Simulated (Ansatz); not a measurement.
An input meant for [Ce(H2O)6]3+ (CeO₆H₁₂³⁺) (charge 3, doublet).

```yaml
crystal:
  periodic: [false, false, false]
  atoms:
    - {symbol: Ce, position_ang: [0.003172, 0.000733, -0.001005]}
    - {symbol: O, position_ang: [0.175471, 0.200825, 2.439518]}
    - {symbol: H, position_ang: [0.154576, 1.021110, 2.987473]}
    - {symbol: H, position_ang: [0.280011, -0.519889, 3.105249]}
    - {symbol: O, position_ang: [-0.179917, -0.198732, -2.441054]}
    - {symbol: H, position_ang: [-0.287653, 0.522266, -3.105999]}
    - {symbol: H, position_ang: [-0.163464, -1.018900, -2.989385]}
    - {symbol: O, position_ang: [2.444209, 0.179070, -0.191618]}
    - {symbol: H, position_ang: [3.106554, 0.284364, 0.532139]}
    - {symbol: H, position_ang: [2.995639, 0.163254, -1.009708]}
    - {symbol: O, position_ang: [-2.437554, -0.182063, 0.187698]}
    - {symbol: H, position_ang: [-2.990139, -0.163695, 1.004938]}
    - {symbol: H, position_ang: [-3.098517, -0.293138, -0.536399]}
    - {symbol: O, position_ang: [-0.187880, 2.441443, -0.183106]}
    - {symbol: H, position_ang: [-1.005366, 2.993530, -0.161256]}
    - {symbol: H, position_ang: [0.535635, 3.103180, -0.293700]}
    - {symbol: O, position_ang: [0.188310, -2.439820, 0.188360]}
    - {symbol: H, position_ang: [-0.537705, -3.099624, 0.293667]}
    - {symbol: H, position_ang: [1.004620, -2.993923, 0.174187]}
basis:
  gaussian: {orbitals: def2-TZVP, fitting: {mean_field: cc-pVTZ-jkfit}, final_grid: {core_spheres: 5, valence_spheres: 4, degree: 11}, nuclear_model: gaussian}
total_charge: 3
magnetization: {spin_polarized: true, initial_magnetization: 1}
hamiltonian: {xc: {name: PBE1PBE}, dispersion: d3bj}
scf: {omitted_lower_state_checks: [starts]}
output: {forces: true}
```

```sh
$ ansatz run in.yaml --threads 4 --pin off --events-out ev --progress --plain --max-ram 6963MiB
```

It prints (some lines left out):

```
Error: YAML parse error: error: line 27 column 19: hamiltonian.xc: no functional is named "PBE1PBE"; the names, which are not case-sensitive, are SVWN5, SPW92, PBE, PBE0, PBEsol, revPBE, revPBE0, RPBE, rPW86-PBE, HSE06, wPBEh, LC-wPBE, HISS, HF, BLYP, B3LYP, B3LYP5, BHLYP, CAM-B3LYP, r2SCAN, r2SCANh, r2SCAN0, r2SCAN50, m-r2SCAN, B97, wB97, wB97X, wB97X-V, B97M-V, wB97M-V, B2PLYP, B2GP-PLYP, PBE0-DH, PBE-QIDH
25 | total_charge: 3
26 | magnetization: {spin_polarized: true, initial_magnetization: 1}
27 | hamiltonian: {xc: {name: PBE1PBE}, dispersion: d3bj}
28 | scf: {omitted_lower_state_checks: [starts]}
29 | output: {forces: true}
```

What is wrong with this run?

The method's name isn't one that the program takes here. The program refused the input.
